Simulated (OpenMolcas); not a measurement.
Sn I: effect of the active space

```
Program             : OpenMolcas 26.06
Method              : CASSCF
Basis               : ANO-RCC-VDZP
Scalar Hamiltonian  : DKH2, point nucleus
Spin-orbit coupling : RASSI with atomic mean-field integrals over the reference wave functions, term energies averaged over their components
```

A. 2 electrons in 3 orbitals (5p); 2S+1 = 3 even, 3 roots; 2S+1 = 1 even, 6 roots; cost of the order of 1.9 core-seconds
B. 4 electrons in 4 orbitals (5s 5p); 2S+1 = 3 even, 3 roots; 2S+1 = 1 even, 6 roots; 2S+1 = 5 odd, 1 root; 2S+1 = 3 odd, 5 roots; cost roughly 8 core-seconds

Energies in cm-1 above 5s2 5p2 3P0, the measured ground level; measured values from NIST Handbook of Basic Atomic Spectroscopic Data.

```csv
Level,A,B,Measured
5s2 5p2 3P0,0.0,0.0,0.0
5s2 5p2 3P1,1359,1481,1692
5s2 5p2 3P2,3089,3212,3428
5s2 5p2 1D2,10249,10428,8613
5s2 5p2 1S0,21651,17453,17162
```

Deviations, from unrounded energies. A percentage is the sum of absolute deviations over the sum of measured energies, with the sign that they share, or ± where signs differ.

| Against measurement | Levels | A | B |
| --- | --- | --- | --- |
| mean absolute deviation (cm-1) | 4 | 1700 | 630 |
| fine structure of the ground term (%) | 2 | -13.1 | -8.3 |
| other terms of the ground configuration (%) | 2 | +23.8 | +8.2 |

B lies closest to measurement on these levels. The largest miss of B in the table is 5s2 5p2 1D2, by +1800 cm-1. The ranking rests on the paired levels alone, and a cruder setting can come out closer through cancelling errors.

Between A and B the level of the table that moves most is 5s2 5p2 1S0, by 4200 cm-1 (lowest in B, highest in A).

With the s shell closed, the reference lacks s² → p² mixing (holds for A). Measured partners are found by configuration, term and J. A level has none where our copy of the source lacks it or the pairing is in doubt (some pairs that miss far off the trend of their configuration count as doubtful), and it then counts in no deviation. Only configurations of the active space appear. Levels that lie high or do not pair safely by name in every column are left out.
